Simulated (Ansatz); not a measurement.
Consider the homolysis of the B–Sb bond: `[BH2][SbH][CH3]` → `[BH2]`• + `[CH3][SbH]`•.

Program: Ansatz. Geometries: PBE0-D4/def2-TZVP. ΔE: electronic, gas phase. CCSD(T)/CBS is the MP2 limit (def2-TZVPP, def2-QZVPP) plus CCSD(T) − MP2 in def2-TZVPP, frozen cores. This one scheme is used for every species. DFT in def2-TZVPP. Open shells (•) are unrestricted, without spin–orbit coupling. Elements past krypton have def2 core potentials. For Sb outer-core shells are correlated without core-valence functions, which leaves a few kJ/mol of doubt a bond.

```
         level  ΔE (kJ/mol)  difference from CCSD(T)/CBS
     r2SCAN-D4        279.5                        -23.6
        B97M-V        299.2                         -3.9
  CAM-B3LYP-D4        283.4                        -19.7
       ωB97M-V        294.9                         -8.2
           PBE        292.8                        -10.3
          PBE0        286.4                        -16.7
  MP2/def2-SVP        275.7                        -27.4
 HF/def2-TZVPP        182.1                       -121.0
MP2/def2-TZVPP        295.4                         -7.7
  HF/CBS(def2)        181.7                       -121.4
   CCSD(T)/CBS        303.1                            0
```

Largest T1 diagnostic among the species: 0.015.

From BLYP to BHLYP (50 % exact exchange), in def2-TZVPP and without D4, ΔE moves by −3.2 kJ/mol: exact exchange takes away binding that semilocal exchange gives to molecules. The D4 term adds +10.1 kJ/mol with B3LYP and +5.4 kJ/mol with PBE0; it sums over pairs of atoms, weighted by their polarisabilities, and B3LYP, whose exchange is more repulsive, gets the larger term.

B3LYP here is the variant with VWN-RPA as its local correlation; programs differ in this.
